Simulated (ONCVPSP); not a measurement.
**zinc: excitation energies, all-electron against ONCV**

zinc, optimised norm-conserving Vanderbilt (ONCV), made with ONCVPSP 4.0.1 (revPBE, scalar-relativistic). Core [Ne], reference 3s2 3p6 3d10 4s1.5 (charge +0.5). Waves: 3s+4s: rc 1.15 bohr, ncon 3, nbas 7, qcut 13.3 1/bohr, 2 projectors; 3p: rc 0.75 bohr, ncon 4, nbas 7, qcut 10.6 1/bohr, 3 projectors, debl 2.9 Ha; 3d: rc 1.00 bohr, ncon 3, nbas 7, qcut 15.9 1/bohr, 2 projectors, debl 3.7 Ha. Local part: polynomial inside 0.60 bohr (lpopt 2, dvloc0 -1 Ha). Core correction: Teter function, fcfact 3.75, rcfact 1.7.

In the p channel the program set the typed energies aside and used -3.234, 0.250, 3.150 Ha.

Energies are relative to the spin-unpolarised reference configuration 3s2 3p6 3d10 4s1.5; without spin polarisation the order of configurations can differ from experiment.

| valence configuration | charge | ΔE all-electron (eV) | error AE − PS (meV) |
| --- | --- | --- | --- |
| 3s2 3p6 3d10 4s2 | 0 | -3.893 | +0.4 |
| 3s2 3p6 3d10 4s1 | +1 | 5.883 | -0.3 |
| 3s2 3p6 3d10 4s0 | +2 | 24.148 | -0.1 |

Problem. What are ΔE and the potential's error for 3s2 3p5 3d10 4s2?

Solution. ΔE = 88.118 eV all-electron; the error (AE − PS) is -21 meV.

Levels in the configuration 3s2 3p5 3d10 4s2:

| level | all-electron (eV) | pseudo (eV) |
| --- | --- | --- |
| 3s | -147.421 | -147.456 |
| 3p | -101.355 | -101.326 |
| 3d | -27.032 | -27.057 |
| 4s | -15.882 | -15.879 |
